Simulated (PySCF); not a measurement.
Run record: geometry optimisation, `CB(C=C=C)C`.

Computed with PBE0-D3(BJ)/def2-SVP geometry optimisation, gas phase (PySCF 2.14.0). Start geometry: GFN2-xTB. A driver script takes a list of jobs; this job's settings line and coordinates (Å) are shown.

Input:
```
{"job": {"xc": "PBE0", "basis": "def2-SVP", "d3": "d3bj", "grid": 1, "kind": "geom"}, "charge": 0, "multiplicity": 1}
C      2.906784    -0.511535    -0.175037
C      1.839757     0.147889     0.136089
C      0.729845     0.772167     0.426278
B     -0.678506     0.220845     0.098938
C     -1.945470     1.087102     0.473791
C     -0.859670    -1.178358    -0.609057
H      3.404359    -0.371881    -1.121036
H      3.354652    -1.221252     0.501490
H      0.821975     1.729951     0.929444
H     -2.834259     0.488434     0.661095
H     -1.789271     1.738048     1.331760
H     -2.186245     1.739283    -0.367367
H      0.051917    -1.562895    -1.059627
H     -1.633149    -1.155397    -1.374726
H     -1.187130    -1.914412     0.126053
```

Output:
```
step   0  E = -220.32599429  max force = 0.011314
step   1  E = -220.32814548  max force = 0.001907
step   2  E = -220.32818082  max force = 0.000562
step   3  E = -220.32819921  max force = 0.000696
step   4  E = -220.32820844  max force = 0.000406
optimisation converged
```

Energies in Eh; «max force» is the largest Cartesian gradient component in Eh/bohr.

Problem. How much energy does the optimisation release, in eV?

Solution. E(step 0) − E(last step) = 0.002214 Eh, which is 0.060 eV.

Problem. Give the first gradient maximum in eV/Å.

Solution. With 1 Eh/bohr = 51.422 eV/Å, 0.582 eV/Å.

Main results: final energy -220.32821 Eh after 4 steps; dipole 0.36 D.

Problem. Give the final coordinates.

Solution. 0.036 Å rms from the input after alignment:
```
atom  x, y, z in Å
C1     2.9111   -0.6508   -0.1594
C2     1.8315    0.0041    0.1755
C3     0.7188    0.6323    0.4954
B4    -0.6891    0.0470    0.1518
C5    -1.9654    0.8897    0.5238
C6    -0.8418   -1.3436   -0.5642
H7     3.4008   -0.4759   -1.1227
H8     3.3580   -1.3858    0.5173
H9     0.8168    1.5894    1.0268
H10   -2.8724    0.2827    0.6669
H11   -1.8285    1.5583    1.3875
H12   -2.1671    1.5452   -0.3462
H13    0.0853   -1.7533   -0.9903
H14   -1.6237   -1.3153   -1.3410
H15   -1.2092   -2.0631    0.1917
```

Problem. How long does this job take on one thread of an Arm Neoverse V2, shared host with 32 logical CPUs at a one-minute load of 28? And the peak memory of the process?

Solution. About 20 s, with 0.63 GiB resident at the peak, the Python interpreter and its libraries included.
Labels such as C1 count atoms from 1, the log's own numbers from 0.
